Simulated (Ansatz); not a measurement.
Two structures of Si₃NH₇F₄, singlet, reached by relaxing down either side of one saddle point (PBE0-D4/def2-TZVP). Energies are electronic, without zero-point energy. Program: Ansatz 0.2.0. Basis: def2-TZVPP and def2-QZVPP. Cores are frozen in the correlated methods. Extrapolation: Hartree–Fock as exp(−7.88 √X), correlation as X^−2.97. First:

```
atom    x (Å)    y (Å)    z (Å)
 Si1  -1.7307   0.9836  -1.4019
  F2  -1.7506   1.9125  -0.1438
  F3  -1.9651  -0.5086  -1.0054
  F4  -2.8977   1.4255  -2.3464
  F5  -0.3857   1.1485  -2.1806
  H6   0.7102   1.1440   0.9119
  N7   0.6590   0.1671   0.6556
 Si8   1.9296  -0.3675  -0.4006
 Si9  -0.1822  -0.8525   1.7783
 H10   1.3838  -1.3641  -1.3556
 H11   3.0554  -1.0126   0.3326
 H12   2.4535   0.8170  -1.1250
 H13  -0.1903  -2.2142   1.1876
 H14  -1.5701  -0.3655   1.9826
 H15   0.4807  -0.9132   3.1108
```

Second:

Si1  (-1.248, 0.143, -1.243)
F2  (0.323, 2.550, 0.981)
F3  (-2.006, -1.200, -1.554)
F4  (-2.331, 1.186, -0.795)
F5  (-0.578, 0.643, -2.575)
H6  (0.114, 1.715, 0.613)
N7  (-0.042, -0.054, -0.061)
Si8  (1.661, -0.210, -0.538)
Si9  (-0.468, -0.841, 1.470)
H10  (1.822, -1.322, -1.506)
H11  (2.386, -0.524, 0.717)
H12  (2.134, 1.061, -1.125)
H13  (0.015, -2.244, 1.460)
H14  (-1.946, -0.806, 1.574)
H15  (0.165, -0.096, 2.581)
(Å)

Task: Which bonds change from the first to the second?

Result: SiF₄ ([F][Si]([F])([F])[F]) + Si₂NH₇ ([SiH3][NH][SiH3]) → Si₃NH₆F₃ ([F][Si]([F])([F])[N]([SiH3])[SiH3]) + HF; bonds formed: Si1–N7, F2–H6; bonds broken: Si1–F2, H6–N7.

Task: Give the saddle point's structure and its height above each. (To be estimated.)

Result: Computed: 1.530 eV above the first and 0.881 eV above the second (CCSD(T) at an estimated basis limit (MP2 extrapolated from triple and quadruple zeta, plus CCSD(T) − MP2 in triple zeta)).
Si1  (-1.128, 0.599, -1.036)
F2  (-0.503, 2.288, -0.142)
F3  (-1.488, -0.880, -1.543)
F4  (-2.559, 1.044, -0.550)
F5  (-0.553, 1.214, -2.369)
H6  (0.049, 1.408, 0.350)
N7  (0.118, 0.141, 0.185)
Si8  (1.729, -0.310, -0.440)
Si9  (-0.426, -0.866, 1.553)
H10  (1.595, -1.402, -1.427)
H11  (2.501, -0.769, 0.741)
H12  (2.338, 0.896, -1.040)
H13  (-0.128, -2.284, 1.246)
H14  (-1.878, -0.646, 1.727)
H15  (0.333, -0.432, 2.747)
(Å)

No T1 diagnostic of these runs exceeds 0.013.

The step is the kind of exchange with an N–H group that builds nitride films in atomic layer and chemical vapour deposition. Here a small cluster stands in for the surface site.

Labels in which every atom is bracketed show which atoms are joined, not bond orders.

For scale, one of the runs: CCSD(T)/def2-TZVPP, 379 basis functions, launched by `ansatz run in.yaml --threads 2 --pin off --events-out ev --progress --plain --max-ram 20480MiB --backend cuda --devices 0, --max-vram 18GiB`. The run took 22 s on 2 CPU threads of an AMD EPYC 7R13 and a share of one NVIDIA H100 (shared host), with 0.88 GiB of host memory at its peak.
